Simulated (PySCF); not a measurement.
CH8BNO2Si, SMILES C[SiH2]NB(O)O.

Geometry optimised at r2SCAN-D4/def2-SVP. The structure was generated by enumeration, and PubChem lists no compound with its InChIKey, so it may never have been made. Other conformers were not sampled.

Two levels are set side by side: PBE/def2-TZVP (PySCF) and M06-2X/def2-TZVP (PySCF). Same geometry, gas phase. Differences are taken from unrounded values.

```tsv
quantity	PBE
orbital gap (eV)	5.64
highest occupied level (eV)	-6.32
lowest empty level (eV)	-0.67
dipole moment (D)	3.28
mean polarisability (bohr³)	69.3
```

Question: These are the PBE values. What does M06-2X give? (The exact figures need the calculation; the answer reports its results.)

Answer: 
```
quantity                     M06-2X  PBE minus M06-2X
---------------------------  ------  ----------------
orbital gap (eV)               9.88             -4.23
highest occupied level (eV)   -9.10              2.79
lowest empty level (eV)        0.77             -1.45
dipole moment (D)              3.50             -0.22
mean polarisability (bohr³)    65.0               4.4
```

PBE's occupied levels lie high since its potential decays too fast outside the molecule; exact exchange lowers them and widens the gap. PBE's more diffuse valence density responds more strongly to a field. Differences between two approximate levels are no errors against the true value.

Rough cost on one machine, each run with all the roots and properties that it gave: M06-2X against PBE about 4 times.
